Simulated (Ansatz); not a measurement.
GeH2Me(OMe) (C2H8GeO), 12 atoms. Hardware: 4 threads of Arm Neoverse V1 on a shared host.

Correlated methods freeze 12 core orbitals; core or outer-core shells of Ge are correlated, in sets that lack core-valence functions.

**Question.** How many basis functions does each of these Ansatz runs have, and roughly what does it cost? PBE0-D4/def2-TZVP, charge 0 triplet at the geometry of the charge 0 singlet, energy; PBE-D4/def2-SVP, charge 0 singlet, relaxation, 6 steps; PBE0-D4/def2-TZVP, charge 1 doublet at the geometry of the charge 0 singlet, energy, from earlier orbitals; r2SCAN-D4/def2-TZVP, charge 0 singlet, energy and forces, from earlier orbitals; PBE0-D4/def2-SVP, charge -1 doublet at the geometry of the charge 0 singlet, energy with a search over starts; BHLYP-D4/def2-TZVP, charge 0 singlet, energy, from earlier orbitals; PBE0-D4/def2-SVP, charge 1 doublet at the geometry of the charge 0 singlet, energy with a search over starts; B2PLYP/def2-TZVP, charge 0 singlet, energy, from earlier orbitals; PBE-D4/def2-TZVP, charge 0 singlet, energy, from earlier orbitals; r2SCAN-D4/def2-TZVP, charge 1 doublet at the geometry of the charge 0 singlet, energy, from earlier orbitals; PBE-D4/def2-SVP, charge 0 singlet, energy, from earlier orbitals; r2SCAN-D4/def2-TZVPD, charge -1 doublet at the geometry of the charge 0 singlet, energy, from earlier orbitals.

**Answer.** Other jobs shared the machine, so times can vary by a factor of up to 3. A dash marks memory too small to be measured apart from the calling script's.

| run | functions | fitting or Cholesky vectors | wall time | peak host memory (GiB) |
| --- | --- | --- | --- | --- |
| PBE-D4/def2-SVP, charge 0 singlet, energy, from earlier orbitals | 114 | 1274 | 1.1 s | – |
| PBE-D4/def2-TZVP, charge 0 singlet, energy, from earlier orbitals | 189 | 1221 | 1.7 s | – |
| BHLYP-D4/def2-TZVP, charge 0 singlet, energy, from earlier orbitals | 189 | 1431 | 2.5 s | – |
| r2SCAN-D4/def2-TZVP, charge 0 singlet, energy and forces, from earlier orbitals | 189 | 1221 | 3.9 s | – |
| B2PLYP/def2-TZVP, charge 0 singlet, energy, from earlier orbitals | 189 | 1328 | 4.1 s | – |
| PBE0-D4/def2-SVP, charge 1 doublet at the geometry of the charge 0 singlet, energy with a search over starts | 114 | 1151 | 4.1 s | – |
| PBE0-D4/def2-SVP, charge -1 doublet at the geometry of the charge 0 singlet, energy with a search over starts | 114 | 1151 | 5.5 s | – |
| PBE0-D4/def2-TZVP, charge 1 doublet at the geometry of the charge 0 singlet, energy, from earlier orbitals | 189 | 1264 | 5.5 s | 0.59 |
| PBE-D4/def2-SVP, charge 0 singlet, relaxation, 6 steps | 114 | 1274 | 6 s | – |
| PBE0-D4/def2-TZVP, charge 0 triplet at the geometry of the charge 0 singlet, energy | 189 | 1264 | 6 s | 0.59 |
| r2SCAN-D4/def2-TZVP, charge 1 doublet at the geometry of the charge 0 singlet, energy, from earlier orbitals | 189 | 1221 | 7.5 s | – |
| r2SCAN-D4/def2-TZVPD, charge -1 doublet at the geometry of the charge 0 singlet, energy, from earlier orbitals | 240 | 1313 | 31 s | – |
